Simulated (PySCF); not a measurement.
C2H5O, SMILES CC[O-], charge -1. Geometry optimised at PBE-D3(BJ)/def2-SVPD.

Task: Give the equilibrium geometry at PBE-D3(BJ)/def2-SVPD (PySCF confirms it by a frequency run) as bond lengths and angles, and its point group. (Estimate from the structure and the level; the computed values follow.)

Result: point group Cs.
Atoms: C1 C2 O3 H4 H5 H6 H7 H8. Bond lengths (Å): C1–C2 1.561, C1–H4 1.119, C1–H5 1.112, C1–H6 1.112, C2–O3 1.334, C2–H7 1.157, C2–H8 1.157. Bond angles (°): C2–C1–H4 112.0, C2–C1–H5 109.7, C2–C1–H6 109.7, H4–C1–H5 108.9, H4–C1–H6 108.9, H5–C1–H6 107.6, C1–C2–O3 114.8, C1–C2–H7 104.1, C1–C2–H8 104.1, O3–C2–H7 115.1, O3–C2–H8 115.1, H7–C2–H8 102.0.
Charge -1, spin multiplicity 1.
